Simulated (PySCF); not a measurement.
**How methods differ on the ionisation energy of Mn²⁺**

Mn²⁺ [Ar] 3d5 (6S) → Mn³⁺ [Ar] 3d4 (5D), as a difference of total energies. All numbers are calculated (PySCF 2.14, the non-relativistic Hamiltonian (point nucleus), in def2-TZVPPD (6s6p4d2f1g, 67 functions)). Correlated levels: valence and next inner shell: [Ne] frozen. The calculations carry no spin-orbit coupling.

```
                                method  ionisation energy (eV)  plus first-order spin-orbit estimate  difference from reference of that sum (eV)
                                   UHF                  32.582                                32.511                                      -1.157
    MP2 (valence and next inner shell)                  34.008                                33.937                                      +0.269
SCS-MP2 (valence and next inner shell)                  33.484                                33.413                                      -0.255
   CCSD (valence and next inner shell)                  33.700                                33.629                                      -0.039
CCSD(T) (valence and next inner shell)                  33.731                                33.661                                      -0.007
```

Reference: 33.668 ± 0.012 eV (measured; NIST Atomic Spectra Database, ionization energies).

A first-order spin-orbit estimate (lowest level to lowest level, LS coupling) adds -0.071 eV.

These non-relativistic numbers lack the scalar-relativistic shift.

Errors of the correlated levels include the incompleteness of this basis and the frozen core.
